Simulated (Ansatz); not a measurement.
The cluster B₃N₃, relaxed as a singlet with RKS PBE0-D4/def2-SVP in Ansatz, starting from the GFN2-xTB geometry. Force threshold 0.02 eV/Å.

The structure comes from a short search, and lower isomers may exist.

Start:

```xyz
6

B     0.756   -0.658    0.649
B     0.313    1.099   -0.350
B    -1.070   -0.440   -0.299
N    -0.384   -1.346    0.430
N    -0.927    0.807   -0.796
N     1.312    0.539    0.366
```

| step | energy (eV) | largest force component (eV/Å) | SCF passes |
| --- | --- | --- | --- |
| 1 | -6486.5831 | 2.491 | 25 |
| 2 | -6486.8390 | 1.827 | 30 |
| 3 | -6487.1025 | 0.447 | 29 |
| 4 | -6487.1199 | 0.058 | 30 |
| 5 | -6487.1200 | 0.002 | 24 |

Force components are those of the run's own axes.

End:

Cartesian coordinates in Å:
```
B 0.690 -0.601 0.593
B 0.286 1.003 -0.320
B -0.977 -0.402 -0.273
N -0.398 -1.395 0.445
N -0.961 0.836 -0.825
N 1.359 0.559 0.380
```

By distances, no bond broke or formed. The bond that changes most is B2–B3, from 2.07 to 1.89 Å (atoms count from 1).

No frequencies were taken in this run, so the end may be a saddle point.

Hardware: 4 threads of Arm Neoverse V1 on a shared host. Wall time 4.7 s.
